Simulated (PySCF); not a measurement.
BrCs, charge -1, doublet, at the geometry of the source list (a state made from the parent by changing its charge; the spin is typed, not shown lowest) (core potentials on Cs) (in this run its highest filled SCF level lies above zero, so its values depend strongly on the basis, on diffuse functions most of all). Base run: DF-SVWN5/def2-SV(P) (PySCF).

The PySCF input:
```python
from pyscf import gto, scf, dft

mol = gto.Mole()
mol.atom = '''
    Cs   -1.02520000   -0.71830000   -0.87230000
    Br    1.02520000    0.71830000    0.87230000
'''
mol.basis = 'def2-sv(p)'
mol.ecp = {'Cs': 'def2-sv(p)'}
mol.charge = -1
mol.spin = 1
mol.verbose = 3
mol.build()

mf = dft.UKS(mol)
mf.xc = 'lda,vwn'
mf = mf.density_fit(auxbasis='def2-universal-jkfit')
mf.kernel()
mf.analyze()
```

Each row names what was changed in the base input (with any setting that the change needs).

```tsv
change	basis functions	E (Eh)	HOMO (eV)
base	56	-2590.48126	0.78
basis = LANL2DZ	20	-33.01611	0.87
basis = def2-SVP	56	-2590.48126	0.78
basis = def2-SVPD	68	-2590.49006	0.71
basis = def2-TZVP	77	-2590.80315	0.77
basis = def2-TZVPP	84	-2590.80383	0.77
basis = def2-TZVPD	89	-2590.80431	0.74
basis = def2-QZVP	123	-2590.86612	0.67
basis = def2-QZVPP	151	-2590.86667	0.67
```

Totals compare only among sets that treat the same electrons; sets with core potentials leave the core out.

Open shells are given as the SCF converged; they aren't shown to be the lowest states, and a large step between rows can be another state.
